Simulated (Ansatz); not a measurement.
Frontier orbitals of C2H6ClY (`[CH3][Y]([CH3])[Cl]`).

```xyz
10

C     0.905    0.101   -1.695
Y    -0.891    0.513   -0.273
C    -0.260    0.008    1.908
Cl   -3.082   -0.339   -1.010
H     1.794    0.692   -1.434
H     0.702    0.275   -2.759
H     1.209   -0.952   -1.608
H     0.291   -0.944    1.920
H     0.425    0.752    2.339
H    -1.093   -0.105    2.612
```

The species carries charge 0 and has multiplicity 1. Correlated methods include outer-core shells of Y, which these sets cover unevenly. Y takes the def2 core potential. Geometry: relaxed with PBE0-D4/def2-TZVP. Basis def2-TZVPP, Ansatz 0.2.0.

Orbital energies of one run (eV). Highest occupied ones, from the top: -5.40, -5.75, -7.11, -7.19, -7.72, -8.87, -8.96, -9.00, -9.05, -15.76, -15.84, -18.68, -27.20, -27.37. Empty: -2.87, -1.76, -1.59, -0.71, -0.46, -0.37.

(1) Which functional gave them?
A. HSE06 (plane-wave form)
B. CAM-B3LYP
C. r2SCANh
D. BLYP

## Answers

(1) D. HOMO energies: BLYP -5.40, CAM-B3LYP -8.13, HSE06 -6.36, r2SCANh -6.22 eV.
